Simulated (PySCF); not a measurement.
BeGeH4Se, SMILES [GeH3][Be][SeH].

The structure is a stationary point at B3LYP-D3(BJ)/def2-SVP. The structure was generated by enumeration; whether it is a known compound was not checked. Other conformers were not sampled.

Level of theory: TDDFT-PBE/def2-SVPD in PySCF.

Vertical excitations. 

Computed excitation energies, oscillator strengths and character:
```
state  energy (eV)  λ (nm)      f                                                               main pairs
-----  -----------  ------  -----  -----------------------------------------------------------------------
S1            4.02     309  0.000                                                          HOMO→LUMO 100 %
S2            4.75     261  0.017                                                         HOMO−1→LUMO 93 %
S3            5.04     246  0.118                                                         HOMO→LUMO+1 90 %
S4            5.26     236  0.002                                     HOMO−1→LUMO+1 58 %, HOMO→LUMO+2 38 %
S5            5.37     231  0.053                                     HOMO→LUMO+2 61 %, HOMO−1→LUMO+1 36 %
S6            5.74     216  0.004                                                         HOMO−3→LUMO 83 %
S7            5.83     213  0.066                                     HOMO−1→LUMO+2 66 %, HOMO−2→LUMO 25 %
S8            5.94     209  0.069  HOMO→LUMO+3 39 %, HOMO−2→LUMO 28 %, HOMO−1→LUMO+2 12 %, HOMO−3→LUMO 9 %
S9            5.95     208  0.045                                       HOMO→LUMO+3 57 %, HOMO−2→LUMO 25 %
S10           6.21     200  0.030                                                         HOMO−4→LUMO 72 %
T1            3.86     321      0                                                          HOMO→LUMO 100 %
T2            3.98     311      0                                                         HOMO−1→LUMO 97 %
T3            4.12     301      0                                                         HOMO→LUMO+1 99 %
T4            4.47     277      0                                                       HOMO−1→LUMO+1 97 %
```
Triplets are in the Tamm–Dancoff approximation, which puts them higher than full response would, so one can lie above its singlet here.
